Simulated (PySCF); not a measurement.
TeF₄.
Cartesian coordinates in Å at the PBE0-D3(BJ)/def2-SVP level; atoms count from 1:
```
atom  x, y, z in Å
Te1   -0.4469   -0.3826   -0.0210
F2    -0.2870   -0.2756    1.9107
F3    -0.2119   -0.1491   -1.9333
F4     1.4162   -0.6990    0.0041
F5    -0.4704    1.5063    0.0395
```

The closed-shell ground state was solved at several levels (PySCF, density fitting, gas phase). Atoms past krypton carry effective core potentials; spin–orbit coupling is left out.

| level | basis functions | HOMO (eV) | LUMO (eV) | gap (eV) | dipole (D) |
| --- | --- | --- | --- | --- | --- |
| PBE0/pcSseg-1 (def2-TZVP on Te) | 118 | -10.31 | -3.24 | 7.07 | 3.33 |
| KT2/pcSseg-1 (def2-TZVP on Te) | 118 | -8.81 | -4.04 | 4.77 | 3.05 |

Problem. Estimate the row for CAM-B3LYP/def2-SVPD, a basis of 127 functions; the other rows only guide the guess.

Solution. HOMO -11.95 eV, LUMO -2.46 eV, gap 9.49 eV, dipole 3.39 D.

Problem. Over all these levels, which gives the widest orbital gap and which the narrowest?

Solution. CAM-B3LYP/def2-SVPD (range-separated hybrid) has the widest, 9.49 eV, and KT2/pcSseg-1 (def2-TZVP on Te) (GGA) the narrowest, 4.77 eV. Functional and basis both differ between the two, so the spread mixes both effects.

Problem. How far do the dipole and the HOMO energy spread over the levels?

Solution. The dipole runs from 3.05 to 3.39 D (mean 3.26 D) and the HOMO from -11.95 to -8.81 eV.
